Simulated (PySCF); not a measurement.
## Si2BH7O4

The system: Si2BH7O4, a molecule drawn as a unit of a network glass or zeolite (built as: Si Si B3, H ends, O bridges); neutral, singlet. The structure, one conformer, was relaxed in the gas phase by PBE0-D3(BJ)/def2-SVP. No frequency run checks that it is a minimum.

SMILES: OB(O)O[SiH2]O[SiH3]

```
atom   x (Å)   y (Å)   z (Å)
  O1   2.596  -0.225  -1.689
  B2   2.081  -0.202  -0.428
  O3   2.884  -0.456   0.642
  O4   0.759   0.077  -0.221
 Si5  -0.121   0.126   1.195
  O6  -1.695   0.357   0.770
 Si7  -2.879   0.130  -0.367
  H8   1.922  -0.028  -2.347
  H9   3.790  -0.639   0.376
 H10   0.307   1.278   2.028
 H11   0.015  -1.168   1.916
 H12  -2.278  -0.037  -1.724
 H13  -3.778   1.318  -0.367
 H14  -3.674  -1.089  -0.033
```

Shieldings: GIAO PBE0/pcSseg-1. Shifts are against computed references at the same level: H TMS (σ 31.27 ppm), Si TMS (σ 352.0 ppm). Core levels by delta-SCF with SCAN, pcX-2 on the ionised atom and pcseg-1 elsewhere, spin-free X2C (2p3/2 is the spin-free 2p value less a third of a first-order spin-orbit splitting); from the vacuum level, for chosen atoms.

Q: Give the NMR and core-level values of the distinct atoms.

A: 
| atoms | bonded to | σ (ppm) | δ (ppm) | core level (eV) |
| --- | --- | --- | --- | --- |
| O1 | 1 B + 1 H | 245.7 | - | 1s 539.28 |
| B2 | 3 O | 83.1 | - | 1s 198.43 |
| O3 | 1 B + 1 H | 250.1 | - | 1s 539.30 |
| O4 | 1 B + 1 Si | 232.6 | - | - |
| Si5 | 2 O + 2 H | 386.3 | -34.3 | - |
| O6 | 2 Si | 303.3 | - | 1s 538.00 |
| Si7 | 1 O + 3 H | 392.6 | -40.6 | 2p3/2 107.63 |
| H8 | 1 O | 28.15 | 3.12 | - |
| H9 | 1 O | 28.17 | 3.10 | - |
| H10 | 1 Si | 26.25 | 5.02 | - |
| H11 | 1 Si | 26.16 | 5.11 | - |
| H12 H13 H14 | 1 Si | 26.19 | 5.08 | - |

Values are those of this one static structure, with the three H of a rotating XH3 group averaged; atoms that internal rotation interchanges would show their mean in an NMR spectrum.

Q: Which of O1, O3, O6 holds its core electrons tightest, and by how much against the loosest?

A: O3 (bonded to 1 B + 1 H), by 1.30 eV over O6 (bonded to 2 Si).

Q: By CAM-B3LYP/def2-SVPD (TDDFT singlets, Tamm-Dancoff triplets, ionisation by delta-SCF), where does absorption start, and what does vertical ionisation take?

A: The lowest singlet lies at 7.50 eV (f 0.005), the strongest of the first 6 at 8.34 eV (f 0.036), the lowest triplet at 7.14 eV; vertical ionisation takes 10.77 eV.
